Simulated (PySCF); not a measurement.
Ta(S)(F)(OH)2 (FH2O2STa), SMILES [OH][Ta]([OH])([F])=[S], multiplicity 1.

Coordinates come from a PBE0-D3(BJ)/def2-SVP optimisation. The spin state was assumed, not searched. The def2 effective core potentials stand for the cores of Ta; spin–orbit coupling is left out. Other conformers were not sampled.

Two levels are set side by side: PBE/def2-TZVP (PySCF) and r2SCAN/def2-TZVP (PySCF). Same geometry, gas phase. Differences are taken from unrounded values.

```
quantity                     r2SCAN
---------------------------  ------
orbital gap (eV)               4.70
highest occupied level (eV)   -6.80
lowest empty level (eV)       -2.09
dipole moment (D)              2.68
mean polarisability (bohr³)    63.8
```

What does PBE give, and how far is it from r2SCAN? (Estimate from the structure and the level; the computed values follow.)


```json
[
 {"quantity": "orbital gap (eV)", "PBE": "4.29", "PBE minus r2SCAN": "-0.42"},
 {"quantity": "highest occupied level (eV)", "PBE": "-6.50", "PBE minus r2SCAN": "0.30"},
 {"quantity": "lowest empty level (eV)", "PBE": "-2.21", "PBE minus r2SCAN": "-0.12"},
 {"quantity": "dipole moment (D)", "PBE": "2.60", "PBE minus r2SCAN": "-0.08"},
 {"quantity": "mean polarisability (bohr³)", "PBE": "65.4", "PBE minus r2SCAN": "1.7"}
]
```

Rough cost on one machine, each run with all the roots and properties that it gave: r2SCAN against PBE about 3 times.
